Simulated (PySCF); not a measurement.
Two species compared at the same levels of theory.

First species: C5H6FN.
SMILES with atom numbers: `[CH3:1]/[C:2](=[CH:3]/[C:4]#[N:5])[CH2:6][F:7]` (hydrogens: H8, H9, H10 on C1; H11 on C3; H12, H13 on C6)

Second species: C₇H₁₀OSi.
SMILES with atom numbers: `[CH2:1]=[CH:2][C@H:3]([CH3:4])[C:5]1=[CH:6][SiH2:7][C:8]1=[O:9]` (hydrogens: H10, H11 on C1; H12 on C2; H13 on C3; H14, H15, H16 on C4; H17 on C6; H18, H19 on Si7)

Levels: PBE0/pcSseg-1 for dipole moment, HOMO energy, LUMO energy and HOMO–LUMO gap; GFN2-xTB for rotational constant A and rotational constant C. Geometries: GFN2-xTB. All species are isolated and taken at one optimised geometry, non-relativistic unless stated; the electronic structure was computed with PySCF and density fitting.

The conformers computed, where there is a choice (atom-mapped SMILES and torsion angles):
- `[CH3:1]/[C:2](=[CH:3]/[C:4]#[N:5])[CH2:6][F:7]`: C1–C2–C6–F7 27°
- `[CH2:1]=[CH:2][C@H:3]([CH3:4])[C:5]1=[CH:6][SiH2:7][C:8]1=[O:9]`: C1–C2–C3–C4 -122°, C2–C3–C5–C6 -120°

```json
{"property": "dipole moment", "column X": "2.84 D", "column Y": "3.71 D"}
{"property": "HOMO energy", "column X": "-6.68 eV", "column Y": "-7.97 eV"}
{"property": "LUMO energy", "column X": "-1.67 eV", "column Y": "-1.55 eV"}
{"property": "HOMO–LUMO gap", "column X": "5.01 eV", "column Y": "6.42 eV"}
{"property": "rotational constant A", "column X": "2.333 GHz", "column Y": "4.732 GHz"}
{"property": "rotational constant C", "column X": "0.833 GHz", "column Y": "1.272 GHz"}
```

**Question.** Which column belongs to which species?

**Answer.** Column X is the second species and column Y the first. The first has 13 atoms and 52 electrons, the second 19 and 74.

**Question.** How does each property change from the first species to the second?

**Answer.** dipole moment -0.87 D; HOMO energy +1.29 eV; LUMO energy -0.12 eV; HOMO–LUMO gap -1.41 eV; rotational constant A -2.399 GHz; rotational constant C -0.439 GHz.

On the first: In atomic units the dipole is 1.46 e·bohr (1 au = 2.5417 D).

On the second: The dipole matches unit charges of opposite sign 0.59 Å apart (1 e·Å = 4.8032 D).
